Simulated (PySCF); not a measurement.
Isomers of C5H4F2S, one GFN2-xTB conformer each. Single-point energies are computed at CAM-B3LYP/def2-SVPD (PySCF, gas phase, no added dispersion term), electronic only.

| SMILES | GFN2-xTB relative energy (kJ/mol) |
| --- | --- |
| FCc1ccc(F)s1 | 20.7 |
| FC(F)c1ccsc1 | 0.0 |

Conformers: `[F:1][CH2:2][c:3]1[cH:4][cH:5][c:6]([F:7])[s:8]1` with F1–C2–C3–C4 0°; `[F:1][CH:2]([F:3])[c:4]1[cH:5][cH:6][s:7][cH:8]1` with F1–C2–C4–C5 125°.

What does CAM-B3LYP/def2-SVPD give for the same structures?

```tsv
SMILES	CAM-B3LYP/def2-SVPD E (Eh)	CAM-B3LYP/def2-SVPD (kJ/mol)	GFN2-xTB (kJ/mol)	point group
FC(F)c1ccsc1	-790.26707	0.0	0.0	near Cs
FCc1ccc(F)s1	-790.24514	57.6	20.7	Cs
```

Both levels put the same isomer lowest. As drawn, the lower has two fluorines on one carbon, which the higher lacks.

Which frontier levels, dipoles and rotational constants go with these structures?

```
      SMILES  HOMO (eV, CAM-B3LYP/def2-SVPD)  LUMO (eV)  dipole (D)      A, B, C (MHz)
FC(F)c1ccsc1                           -8.63       0.05        2.45  4062, 1039, 968.1
FCc1ccc(F)s1                           -8.12       0.28        0.61  4730, 1041, 858.1
```
